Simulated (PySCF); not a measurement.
SMILES O[Si](O)(O)O[SiH2][O][Ge]([Cl])([Cl])[Cl] at its GFN2-xTB optimised geometry (Å):

```
16

Si    -0.1524     0.3931     0.0000
O     -0.8381    -0.3437     1.2652
O      1.4685     0.3931     0.0000
O     -0.6533     1.9278     0.0000
O     -0.6461    -0.4334    -1.3106
Si    -1.9667    -1.3078    -1.5501
O     -1.8220    -1.7100    -3.1221
Ge    -2.5887    -2.7045    -4.2890
Cl    -4.6640    -2.7464    -3.9213
Cl    -2.1429    -1.8151    -6.1318
Cl    -1.7691    -4.6344    -4.1255
H     -0.8775     0.1191     2.0983
H      1.9384    -0.4074    -0.2182
H     -0.3394     2.5197    -0.6787
H     -3.1786    -0.5108    -1.3977
H     -1.9384    -2.5197    -0.7399
```

Level of theory: PySCF 2.14.0 with PBE0/def2-TZVP. Cells within 0.4 Å of a nucleus heavier than hydrogen are left out (blank, or x).

Map of the deformation density (molecule minus spherical neutral atoms) (e/bohr³) on the plane z = 0.0 Å:

```
|2222222222222222222222222222222|
|2222222222222222222222222222222|
|2222222222222222222222222222222|
|2222222222222222222222222222222|
|2222222222222222222222222222222|
|2222222222222222222222222222222|
|2222222222222222222222222222222|
|2222222222222232222222222222222|
|2222222222234443222222222222222|
|222222222234xxx3222222222222222|
|2222222222348x85222222222222222|
|2222222222235895212222222222222|
|2222222222222442123343222222222|
|22222222221101xx256xx4222222222|
|22222222221101xx379xx3222222222|
|2222222222110011256266212222222|
|2222222222111100023486112222222|
|2222222222111110112220012222222|
|2222222221111111122110122222222|
|2222222222222222222221222222222|
|2222222222222222222222222222222|
|2222222222222222222222222222222|
|2222222222222222222222222222222|
|2222222222222222222222222222222|
|2222222222222222222222222222222|
|2222222222222222222222222222222|
|2222222222222222222222222222222|
|2222222222222222222222222222222|
|2222222222222222222222222222222|
|2222222222222222222222222222222|
|2222222222222222222222222222222|
```
Scale: ten equal steps from -0.026 (start of '0') to 0.070 (end of '9'), in the order '0123456789'; x runs from -5.00 to 5.00, y from -5.00 (bottom) to 5.00 (top).
